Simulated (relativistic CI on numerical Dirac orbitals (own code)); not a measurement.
**Fe⁵⁺ in a cubic cluster: 1s photoemission with charge transfer**

Computed with a charge-transfer multiplet model of a cubic metal-ligand cluster with up to 2 ligand holes, Slater and spin-orbit integrals from Dirac-Coulomb-Breit ions, Slater integrals scaled by 0.8. The ground state mixes d3 with configurations of k ligand holes L, whose averages lie at kΔ + k(k − 1)U_dd/2; a core hole lowers each added d electron by U_cd. 20 K, Lorentzian 1.1 eV and Gaussian 0.6 eV FWHM.

Atomic integrals in eV (Slater integrals scaled, ζ unscaled), ground: F2dd 11.105, F4dd 7.012, zeta_d 0.071; with the core hole: F2dd 12.338, F4dd 7.813, zeta_d 0.100, G2cd 0.075.

Cluster parameters (eV): U_dd = 7.1, U_cd = 8.8, 10Dq = 1.8, 10Dq(ligand) = 0.7, V(eg) = 3.55, V(t2g) = -1.92, final-state hopping factor = 1.

| Case | n_d | d3 | d4L | d5L2 | S |
| --- | --- | --- | --- | --- | --- |
| Δ = -0.6 eV | 3.92 | 0.26 | 0.56 | 0.18 | 1.50 |
| Δ = 0.4 eV | 3.85 | 0.30 | 0.55 | 0.15 | 1.50 |
| Δ = 3.4 eV | 3.66 | 0.43 | 0.48 | 0.09 | 1.50 |

Weights, n_d and S are thermal averages at 20 K. Binding energies count from the first peak over 30 % of the highest in each spectrum, which can be another peak from case to case. The parameters are a model scan and need not match a compound or its usual spin state. Peaks in eV (height, largest 100):
- Δ = -0.6 eV: 0.0 (100), 4.7 (5), 16.9 (10)
- Δ = 0.4 eV: 0.0 (100), 16.8 (10)
- Δ = 3.4 eV: 0.0 (100), 15.5 (11)

For the case Δ = 0.4 eV, Δ = 0.4 eV is smaller than U_dd = 7.1 eV, the charge-transfer side of the Zaanen-Sawatzky-Allen scheme. With the core hole the configuration with one ligand hole lies at Δ − U_cd = -9.4, -8.4, -5.4 eV from the one without, in the order of the table; where this is negative the screened configuration lies lower, though the effective hopping of about 7.2 eV (from the holes of the mixed ground state) mixes the two strongly wherever it is as large as the gap.

With at most 2 ligand holes the space is cut while the next configuration still counts, so covalency is underestimated, and a final configuration with one more ligand hole, which can lie low, is missing from the spectra.
